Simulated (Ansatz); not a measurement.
Ansatz (an electronic-structure program) input:

Ansatz 0.2 input:
```yaml
crystal:
  periodic: [false, false, false]
  atoms:
    - {symbol: Ge, position_ang: [0.18748863, -0.24905638, 0.59011438]}
    - {symbol: F, position_ang: [-1.09367715, 1.31373208, 0.61787537]}
    - {symbol: F, position_ang: [1.65924145, 0.43578705, -0.60989214]}
    - {symbol: F, position_ang: [-0.76894001, -1.55370592, -0.61550224]}
basis:
  gaussian:
    orbitals: def2-TZVP
hamiltonian:
  xc: b3lyp
  dispersion: d3bj
total_charge: -1
relax: {f_tol: 0.002, max_steps: 150}
```

Q: What final total energy does it print?

A: -2376.92417 Eh (B3LYP-D3(BJ)/def2-TZVP). The basis has 141 functions. The run takes roughly 20 core-seconds.

It need not be the lowest isomer of its formula. Whether it binds its extra electron was not tested at this geometry.
